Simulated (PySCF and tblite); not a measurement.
The numbers below are computed, except where a source is named.
Stationary points of C₃H₃BrN₂ at B3LYP-D3(BJ)/def2-SVP, in Å:

Structure A

```
 1 Br   -2.672   -1.883   -3.229
 2 C    -1.847   -1.392   -1.614
 3 C    -0.991   -2.179   -0.804
 4 N    -0.597   -1.498    0.267
 5 N    -1.184   -0.299    0.153
 6 C    -1.952   -0.174   -0.962
 7 H    -0.659   -3.203   -0.972
 8 H    -1.025    0.400    0.869
 9 H    -2.499    0.732   -1.208
```

Structure B

```
 1 Br   -0.991   -0.852   -2.426
 2 C    -0.349   -0.287   -0.755
 3 C     0.467   -1.010    0.121
 4 N     0.623   -0.324    1.267
 5 N    -0.065    0.932    1.107
 6 C    -0.600    0.937   -0.127
 7 H     0.918   -1.992   -0.018
 8 H     1.155    0.802    1.329
 9 H    -1.158    1.795   -0.500
```

The path came from a restrained scan, a climbing-image band and a saddle search at GFN2-xTB; energies are PBE0/pcSseg-1 + D3(BJ)//B3LYP-D3(BJ)/def2-SVP, thermal terms GFN2-xTB.

Task: Which structure is a saddle point, and along which motion?

Result: B: one imaginary mode (1597i cm⁻¹ at GFN2-xTB, mostly on H8), along the shift of hydrogen on N5 from N5 to N4.

Task: Give their symmetry and energies above the lowest.

Result: A Cs, 0.0 kcal/mol; B Cs, 50.9 kcal/mol.

Tunnelling of the moving H, left out here, will speed the real process. In real samples such hydrogens mostly exchange between molecules or through solvent, far faster than by this path. Spin–orbit effects of heavy atoms on shieldings are missing.
